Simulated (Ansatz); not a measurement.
A series at Ge: from `[CH3][GeH3]`, ligands are replaced one by one, each step taking up HCl and setting free H₂; n counts the steps. Ansatz, PBE0-D4/def2-TZVP geometries.

CBS adds triple-zeta CCSD(T) − MP2 to the MP2 limit, frozen cores; atoms without spin–orbit coupling. Outer-core shells of Ge are correlated without core-valence functions. Scalar relativity is left out up to krypton. Spin–orbit coupling is left out.

| n | molecule | atomization energy, CCSD(T)/CBS (kJ/mol) |
| --- | --- | --- |
| 0 | `[CH3][GeH3]` | 2512.7 |
| 1 | `[CH3][GeH2][Cl]` | 2562.6 |
| 2 | `[CH3][GeH]([Cl])[Cl]` | 2613.2 |
| 3 | `[CH3][Ge]([Cl])([Cl])[Cl]` | ? |

Q: By hand: fit a straight line y = ȳ + b (n − n̄) to the 3 given rows and predict n = 3.

A: n̄ = 1.000, ȳ = 2562.83; Σ(n − n̄)(y − ȳ) = 100.50, Σ(n − n̄)² = 2.000, so b = 50.25 kJ/mol a step. Prediction: 2562.83 + (50.25) × (2.000) = 2663.3 kJ/mol.

Q: By hand: compare with the computed value, 2658.3 kJ/mol, and give the steps along the whole series.

A: The line misses by -5.0 kJ/mol (computed minus predicted). Steps: 49.9, 50.6, 45.1 kJ/mol.

The steps differ by at most 5.5 kJ/mol, 11 % of a mean step, so the ligands' effects nearly add and a line is close. The miss is 3.4 % of the series' range. The energies themselves are unsure by some kJ/mol a bond, though much of that is common to the series.
